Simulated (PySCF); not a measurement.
# Where the electron goes

Compound: GeH3PH2, GeH₅P.
Z-matrix (Å and degrees, PBE0-D3(BJ)/def2-SVP geometry), rows numbered from 1:
```
P 
Ge  1  2.3275
H   1  1.4292  2   93.59
H   1  1.4288  2   93.75  3   -93.45
H   2  1.5389  1  108.17  3   169.02
H   2  1.5391  1  107.98  3   -73.14
H   2  1.5404  1  113.07  3    47.88
```

Computed, not measured: TDDFT PBE0/def2-SVPD, vertical, gas phase, core orbitals frozen in the response (PySCF 2.14.0, density-fitted response routines). Relativistic effects, spin–orbit coupling among them, are left out although an element past zinc is present.

Frontier orbitals with the atoms that hold most of them (Löwdin shares over 4%, at most four atoms; ? is withheld):

| orbital | ε (eV) | atoms |
| --- | --- | --- |
| HOMO-3 | -10.04 | Ge2 37%, H7 29%, P1 18%, H5 6% |
| HOMO-2 | -9.55 | Ge2 39%, H6 23%, H5 22%, P1 8% |
| HOMO-1 | -9.01 | ? |
| HOMO | -7.55 | ? |
| LUMO | ? | Ge2 37%, P1 29%, H7 11%, H6 7% |
| LUMO+1 | 0.26 | Ge2 32%, P1 30%, H3 9%, H4 8% |
| LUMO+2 | 0.56 | P1 54%, H4 14%, H3 14%, Ge2 13% |

Problem. Which atoms hold the HOMO-1, and with what shares?

Solution. P1 (bonded to Ge and 2 H) 34%; Ge2 (bonded to P and 3 H) 29%; H5 (bonded to Ge) 9%; H6 (bonded to Ge) 9%. By element: phosphorus 34%, germanium 29%, hydrogen 18% or more.

Problem. Give the leading atoms of the HOMO.

Solution. P1 (bonded to Ge and 2 H) 64%; Ge2 (bonded to P and 3 H) 15%; H3 (bonded to P) 7%; H4 (bonded to P) 7%. By element: phosphorus 64%, germanium 15%, hydrogen 13% or more.

Problem. What is the LUMO energy, and the HOMO–LUMO gap?

Solution. ε(LUMO) = -0.17 eV; the gap is 7.38 eV (0.2712 hartree).

Problem. The HOMO–LUMO gap is 7.38 eV. Where does the response calculation put the lowest singlet, and from which orbitals?

Solution. S1 is at 6.41 eV (f = 0.064), 0.97 eV below the gap, made of HOMO→LUMO (82%), HOMO→LUMO+1 (14%). Without the coupling terms of the response equations the lowest excitation would equal the gap.

Problem. Give energy, strength and leading configuration of S1 and S2, and follow the Löwdin shares of the leading atoms from the occupied to the empty orbital.

Solution. 
- S1 (6.41 eV, f 0.064), HOMO→LUMO (82%): P1 64% → 29%, Ge2 15% → 37%
- S2 (6.61 eV, f 0.192), HOMO→LUMO+1 (82%): P1 64% → 30%, Ge2 15% → 32%

Löwdin shares depend on the basis, the more so with diffuse functions.
